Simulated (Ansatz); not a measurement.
CH$_{5}$BS$_{2}$ (`BSCS`), charge 0, multiplicity 1.

(1) Give a relaxed structure at PBE0-D4/def2-TZVP (Ansatz). (An estimate is asked.)

Answers

(1) Ansatz gave: 
Z-matrix (Å, degrees):
```
C
S 1 1.816
S 1 1.799 2 114.4
H 1 1.088 2 108.7 3 -125.4
H 1 1.090 2 107.7 3 116.8
B 2 1.751 1 104.3 3 109.8
H 3 1.343 1 96.4 2 -64.9
H 6 1.194 2 120.9 1 0.3
H 6 1.192 2 116.2 1 -179.6
```
This is one stationary point; other conformers may exist.
